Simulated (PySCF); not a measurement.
A TDDFT job was run through a driver script with this input:

```
{"job": {"kind": "uv", "xc": "CAM-B3LYP", "basis": "def2-SVPD", "nstates": 8, "ntriplets": 3}, "charge": 0, "multiplicity": 1}
C     -0.560453     1.717345    -0.694942
C     -0.700464     1.075017     0.462949
C     -0.550755    -0.363236     0.656421
C     -0.745329    -0.899310     1.866039
C     -0.103335    -1.182710    -0.501499
Ga     1.716832    -0.387898    -1.102089
Cl     3.113116     0.323688     0.298227
Cl     2.294232    -0.333178    -3.129266
H     -0.658265     2.788511    -0.754905
H     -0.416891     1.206551    -1.641904
H     -0.917121     1.638509     1.361618
H     -1.059638    -0.300337     2.704162
H     -0.614479    -1.952436     2.049151
H     -0.029538    -2.238739    -0.233210
H     -0.772327    -1.083787    -1.362666
```

Its output, with some lines taken out ([cut]) and without the SCF cycles:

```
converged SCF energy = -3039.4494453990

[cut]

Singlet excitations
state   eV       nm        f      main configurations
  1   5.3867    230.2   0.36367   H->L 0.80, H->L+1 0.15
[cut]
  3   5.9790    207.4   0.01945   H-1->L 0.83, H-1->L+1 0.10
  4   6.1345    202.1   0.09344   H->L+2 0.79
[cut]
[cut]
  7   6.8202    181.8   0.01899   H-2->L 0.67, H-2->L+2 0.10, H-2->L+1 0.10
[cut]

[cut]
```

Computed, not measured: PySCF, TDDFT CAM-B3LYP/def2-SVPD, vertical, gas phase, core orbitals frozen in the response. Isolated species at its GFN2-xTB geometry (one conformer only). The CAM-B3LYP/def2-SVPD calculation is non-relativistic and has no spin–orbit coupling, an omission that weighs most on gallium.

Question: Restore the lines that were cut, in order.

Answer: 
```
Static polarisability (au): isotropic 117.212, principal 99.521 102.906 149.209
  2   5.5913    221.7   0.10350   H->L+1 0.70, H->L 0.17
  5   6.5179    190.2   0.08589   H-1->L+1 0.61, H-1->L+2 0.12
  6   6.8070    182.1   0.00032   H-2->L+1 0.79, H-2->L+2 0.14
  8   6.9770    177.7   0.00743   H-3->L 0.65, H-3->L+2 0.10, H-3->L+1 0.09
Triplet excitations (Tamm-Dancoff, eV): 3.1964 4.6390 5.3053
```

Question: What transition dipole goes with state 1?

Answer: |μ|² = 3f / (2ΔE) = 3 × 0.3637 / (2 × 0.1980) ≈ 2.756 au, so |μ| = 4.22 D.

Question: How much of the mean polarisability do the listed states account for?

Answer: The sum over states Σ f/ΔE² (ΔE in hartree) gives 15.89 au, 14% of the total; the rest comes from higher roots of the same response equations.

Question: What is the gap between the lowest singlet and the lowest triplet?

Answer: 5.3867 − 3.1964 = 2.1903 eV (full response against Tamm–Dancoff).

Question: Which species is it?

Answer: `C=CC(=C)[CH2][Ga]([Cl])[Cl]` (C5H7Cl2Ga), point group C1.

H and L stand for HOMO and LUMO.

The values belong to the conformer `[CH2:1]=[CH:2][C:3](=[CH2:4])[CH2:5][Ga:6]([Cl:7])[Cl:8]`: C1–C2–C3–C4 -178°, C2–C3–C5–Ga6 57°, C3–C5–Ga6–Cl7 38°.
